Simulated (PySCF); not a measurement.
Ionisation energy of Xe⁴¹⁺ by level of theory

Xe⁴¹⁺ [Ne] 3s2 3p1 [3p1/2^1, M_J = 1/2] → Xe⁴²⁺ [Ne] 3s2, as a difference of total energies. Computed with PySCF 2.14 in an uncontracted even-tempered set (18 s from 8.9 bohr⁻², ratio 2.4; 14 p from 12 bohr⁻², ratio 2.4; 4 d from 40 bohr⁻², ratio 2.6; 4 f from 59 bohr⁻², ratio 2.6), with the two-component X2C-1e Hamiltonian. Correlated levels: 1s2 frozen; the 54 highest virtual spinors dropped. "Screened" scales the spin-orbit matrix elements by Boettger's factors to mimic the two-electron term; Breit and QED terms are absent.

| method | ionisation energy (eV) |
| --- | --- |
| GHF (spin-free) | 3012.3 |
| GMP2 (spin-free) | 3012.7 |
| GHF (screened spin-orbit) | 3070.7 |
| GMP2 (screened spin-orbit) | 3070.9 |

Breit and QED terms and the two-electron picture change are absent.

The spin-free rows lack the spin-orbit shift.

For comparison: 3068 ± 4 eV (theoretical estimate listed by NIST; NIST Atomic Spectra Database, ionization energies).
